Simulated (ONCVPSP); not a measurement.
**Cs (Z = 55): one change to an ONCV potential, before and after**

caesium, optimised norm-conserving Vanderbilt (ONCV), made with ONCVPSP 4.0.1 (LDA (Perdew-Zunger), fully relativistic). Core [Kr] 4d10, reference 5s2 5p6 6s1. Waves: 5s+6s: rc 3.05 bohr, ncon 4, nbas 8, qcut 4.9 1/bohr, 2 projectors; 5p: rc 2.15 bohr, ncon 5, nbas 9, qcut 3.2 1/bohr, 2 projectors, debl 2.4 Ha; d scattering state at 0.16 Ha: rc 2.85 bohr, ncon 4, nbas 8, qcut 3.5 1/bohr, 2 projectors, debl 3.2 Ha. Local part: polynomial inside 1.85 bohr (lpopt 5, dvloc0 4 Ha). Core correction: none.

Open shells are filled in proportion to 2j + 1.

In the d channel the program set the typed energies aside and used 0.050, 3.250 Ha (j = l + 1/2; the other j can differ).

All-electron outer shells of the reference configuration (LDA (Perdew-Zunger), scalar-relativistic, ld1.x):

| shell | level (eV) | outermost node (bohr) | outermost maximum (bohr) |
| --- | --- | --- | --- |
| 5s | -26.90 | 0.82 | 1.54 |
| 5p | -13.61 | 0.89 | 1.76 |
| 6s | -2.23 | 2.10 | 4.68 |

Change: p: rc 3.04.

Cutoffs: the cutoffs (Ha) at which the residual kinetic energy of the hardest occupied pseudo-wave falls to 1 and 0.1 mHa per electron; they do not see the model core or the augmentation charge, which bear on the density cutoff. Errors are all-electron minus pseudo energies relative to the spin-unpolarised reference configuration.

What does the change do?

The potential gets softer (37 Ha and 54 Ha → 6.2 Ha and 7.8 Ha); of the 4 tests that both files solve, the error grows in 1 and shrinks in 1 by more than 15 % and 0.3 meV (median size 0.1 → 0.6 meV); neither file shows a bound ghost. A larger radius leaves more room for a smooth pseudo-wave, so fewer plane waves are needed.

| quantity | base | changed |
| --- | --- | --- |
| cutoff, loose | 37 Ha | 6.2 Ha |
| cutoff, tight | 54 Ha | 7.8 Ha |
| loose cutoff by channel | s 6.2 Ha, p 37 Ha | s 6.2 Ha, p 4.0 Ha |
| bound ghosts | none | none |
| GHOST(+) flags under 300 eV | s at 134.0 eV | s at 134.0 eV |
| error for 5s2 5p6 6s0, meV [ΔE 4.00 eV] | -0.1 | -0.1 |
| error for 5s2 5p6 6s0.5, meV [ΔE 1.55 eV] | 0.0 | 0.0 |
| error for 5s2 5p6 6s0 6p1, meV [ΔE 1.47 eV] | +0.1 | +1.2 |
| error for 5s1 5p6 6s1, meV [ΔE 31.85 eV] | -116 | -88 |
| s: phases at 3.09 bohr within 0.05 rad from the reference energy up to (Ha; the scan ends near 5) | 2.3 | 2.3 |
| d5/2: phases at 2.89 bohr within 0.05 rad from the reference energy up to (Ha; the scan ends near 5) | 1.9 | 1.9 |
| d3/2: phases at 2.89 bohr within 0.05 rad from the reference energy up to (Ha; the scan ends near 5) | to the end of the scan | to the end of the scan |

Base: These tests converged, but a pseudo level misses the all-electron one widely, so the file describes the atom poorly there or has found another state: 5s2 5p6 6s0 6p1: empty 6s by 2.8 eV. Changed file: These tests converged, but a pseudo level misses the all-electron one widely, so the file describes the atom poorly there or has found another state: 5s2 5p6 6s0 6p1: empty 6s by 2.8 eV.
